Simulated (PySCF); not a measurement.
- PBE0/pcSseg-1 with gauge-including orbitals
- coordinates at the GFN2-xTB level
- run in PySCF 2.14
- isolated molecule, non-relativistic, one computed conformer, averaged over atoms made equivalent by symmetry, fast rotation or ring inversion

Chemical shifts δ = σref − σ; TMS for $^{1}$H (31.72 ppm) and $^{13}$C (186.93 ppm), all at this level. Shifts are as computed. Against solution values, carbons near 30 ppm lie about +3 ppm off and those near 130 ppm about +5 ppm. Of 1211 compounds with measured shifts, 218 miss one by over three times the rms of a fit or turn the order of signals round; such compounds aren't used in these exercises.

(1) Order these molecules by the shift of their most shielded carbon-bound hydrogen, lowest δ first.
A. C=Cc1ccnn1C(C)C
B. CC(C)=CC(F)F
C. F[C@@H]1C[C@H]1F

(2) Order these molecules by the shift of their most deshielded carbon, lowest δ first.
A. C=Cc1ccnn1C(C)C
B. F[C@@H]1C[C@H]1F
C. C=C(C)C1=C[SiH2]C1([SiH3])[SiH3]
D. CC(C)=CC(F)F

(3) How many $^{13}$C and $^{1}$H signals does each give (equivalence by symmetry and fast rotation, but not about amide C–N or C=N bonds)? `C=Cc1ccnn1C(C)C`, `CC(C)=CC(F)F`, `C=C(C)C1=C[SiH2]C1([SiH3])[SiH3]`, `F[C@@H]1C[C@H]1F`

Answers

(1) C (1.22 ppm, hydrogen on a three-membered-ring carbon), A (1.53 ppm, hydrogen on a methyl carbon), B (1.94 ppm, hydrogen on an allylic methyl carbon).

(2) B (73.9 ppm, three-membered-ring carbon), A (143.8 ppm, substituted aromatic carbon next to a ring nitrogen), D (153.1 ppm, fully substituted alkene carbon), C (176.1 ppm, fully substituted alkene carbon).

(3) C=Cc1ccnn1C(C)C: 7 C, 7 H; CC(C)=CC(F)F: 5 C, 4 H; C=C(C)C1=C[SiH2]C1([SiH3])[SiH3]: 6 C, 6 H; F[C@@H]1C[C@H]1F: 2 C, 2 H.
